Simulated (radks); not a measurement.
The nuclear charge of neutral samarium is varied continuously with 62 electrons held in [Xe] 4f6 6s2. Method: Dirac Kohn-Sham, BLYP, spin-unpolarised, spherical densities, point nucleus; open shells are shared between the two j in proportion to 2j + 1; computed with a radial shooting solver on a logarithmic mesh with Libxc functionals. By the Hellmann-Feynman theorem dE/dZ = E(electron-nucleus)/Z, the electronic potential at the nucleus.

Z     E (hartree)  E(electron-nucleus)/Z (hartree)   HOMO  e(HOMO) (eV)  <r> HOMO (bohr)
62    -10435.3051                         -412.423  4f7/2        -2.005            1.033
62.2  -10517.9860                         -414.386  4f7/2        -4.492           0.9944
62.4  -10601.0594                         -416.347  6s1/2        -5.842            3.964
62.6  -10684.5249                         -418.307  6s1/2        -7.152            3.824
62.8  -10768.3822                         -420.266  6s1/2        -8.531            3.698
63    -10852.6315                         -422.226  6s1/2        -9.972            3.585

 No converged solution with all levels bound was reached at Z = 61.8.
